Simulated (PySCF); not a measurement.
C5H4F2, SMILES C#CC(F)(F)C=C.

Coordinates come from a PBE0-D3(BJ)/def2-SVP optimisation. The values are those of a single conformer.

The numbers are results of r2SCAN/def2-TZVP (PySCF), not measurements.

Isolated molecule, no solvent.

| Quantity | Result |
|---|---|
| total energy | -392.48058 hartree |
| point group | Cs |
| highest occupied level | -7.43 eV |
| lowest empty level | -1.64 eV |
| orbital gap | 5.79 eV |
| dipole moment | 2.44 D |
| quadrupole, principal values (traceless, Buckingham form, about the centre of nuclear charge) | -8.95, -1.79, 10.74 D·Å |
| mean static polarisability | 56.7 bohr³ (8.40 Å³) |
| polarisability, principal values | 39.3, 60.0, 70.7 bohr³ |
